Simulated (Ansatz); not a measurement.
Reaction (isomerisation): `BCCN` → `BNCC`

Program: Ansatz. Geometries: PBE0-D4/def2-TZVP. ΔE: electronic, gas phase. CCSD(T)/CBS adds triple-zeta CCSD(T) − MP2 to the extrapolated MP2 energy (def2 sets, frozen cores). Functionals use def2-TZVPP. B3LYP here is the variant with VWN-RPA as its local correlation; programs differ in this. Each species was taken in one conformer, which may not be the lowest.

```json
{"level": "r2SCAN-D4", "ΔE (kJ/mol)": "-161.5", "difference from CCSD(T)/CBS": "-1.8"}
{"level": "B97M-V", "ΔE (kJ/mol)": "-158.0", "difference from CCSD(T)/CBS": "1.7"}
{"level": "ωB97X-V", "ΔE (kJ/mol)": "-157.3", "difference from CCSD(T)/CBS": "2.4"}
{"level": "ωB97M-V", "ΔE (kJ/mol)": "-159.6", "difference from CCSD(T)/CBS": "0.1"}
{"level": "B2PLYP", "ΔE (kJ/mol)": "-164.1", "difference from CCSD(T)/CBS": "-4.4"}
{"level": "PBE-QIDH", "ΔE (kJ/mol)": "-160.1", "difference from CCSD(T)/CBS": "-0.4"}
{"level": "PBE", "ΔE (kJ/mol)": "-162.0", "difference from CCSD(T)/CBS": "-2.3"}
{"level": "B3LYP", "ΔE (kJ/mol)": "-163.9", "difference from CCSD(T)/CBS": "-4.2"}
{"level": "CAM-B3LYP", "ΔE (kJ/mol)": "-165.0", "difference from CCSD(T)/CBS": "-5.3"}
{"level": "HF/def2-SVP", "ΔE (kJ/mol)": "-161.8", "difference from CCSD(T)/CBS": "-2.1"}
{"level": "MP2/def2-SVP", "ΔE (kJ/mol)": "-178.4", "difference from CCSD(T)/CBS": "-18.7"}
{"level": "CCSD/def2-SVP", "ΔE (kJ/mol)": "-175.2", "difference from CCSD(T)/CBS": "-15.5"}
{"level": "MP2/def2-TZVPP", "ΔE (kJ/mol)": "-163.3", "difference from CCSD(T)/CBS": "-3.6"}
{"level": "HF/CBS(def2)", "ΔE (kJ/mol)": "-154.1", "difference from CCSD(T)/CBS": "5.6"}
{"level": "MP2/CBS(def2)", "ΔE (kJ/mol)": "-161.6", "difference from CCSD(T)/CBS": "-1.9"}
{"level": "CCSD/CBS(def2)", "ΔE (kJ/mol)": "-157.8", "difference from CCSD(T)/CBS": "1.9"}
{"level": "CCSD(T)/CBS", "ΔE (kJ/mol)": "-159.7", "difference from CCSD(T)/CBS": "0"}
```

Largest T1 diagnostic among the species: 0.012.

In def2-TZVPP, CCSD(T) changes the Hartree–Fock value by −7.2 kJ/mol (the triples alone add −1.9 kJ/mol) and MP2 by −9.1 kJ/mol. At CCSD(T), def2-SVP lies −18.1 kJ/mol from the extrapolated value and def2-TZVPP −1.8 kJ/mol.
